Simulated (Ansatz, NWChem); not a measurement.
## Ansatz → NWChem

Ansatz 0.2.0 runs this on triplet GeH4:

molecule.yaml:
```yaml
crystal:
  periodic: [false, false, false]
  atoms:
    - {symbol: Ge, position_ang: [0.000100, 0.000100, -0.000000]}
    - {symbol: H, position_ang: [1.148100, -0.756300, 0.680600]}
    - {symbol: H, position_ang: [-1.238800, -0.030000, 0.904200]}
    - {symbol: H, position_ang: [-0.329200, -0.669100, -1.340600]}
    - {symbol: H, position_ang: [0.419800, 1.455400, -0.244100]}
basis:
  gaussian:
    orbitals: def2-TZVP
correlation:
  method: ccsd_t
  frozen_orbitals: {Ge: 9, H: 0}
magnetization:
  spin_polarized: true
  initial_magnetization: 2
accuracy: high
scf:
  omitted_lower_state_checks: [cluster_reference, increment]
```

```bash
$ ansatz run molecule.yaml --threads 1 --pin off --max-ram 3480MiB --events-out events.jsonl --progress --plain --runs-dir runs
```

The coordinates come from a PBE0-D4/def2-TZVP relaxation. That shape belongs to the parent species and isn't relaxed for this state.

It gives a total energy of -2077.659863 Eh.

**Question.** Translate the job to NWChem 7.3.0 as an input file of the program's own.

**Answer.** This input was run:

run.nw:
```
start run
title "GeH4 ccsd(t)"
memory total 2200 mb
geometry noautosym nocenter noautoz
  Ge     0.000100     0.000100     0.000000
  H      1.148100    -0.756300     0.680600
  H     -1.238800    -0.030000     0.904200
  H     -0.329200    -0.669100    -1.340600
  H      0.419800     1.455400    -0.244100
end
basis spherical bse
  * library def2-TZVP
end
scf
  triplet
  uhf
  thresh 1e-08
  maxiter 80
  print medium
end
tce
  scf
  ccsd(t)
  freeze core 9
  maxiter 60
end
task tce
```

```bash
$ nwchem run.nw > run.out
```

Its energy is -2077.659848 Eh, 0.015 mEh from the first.
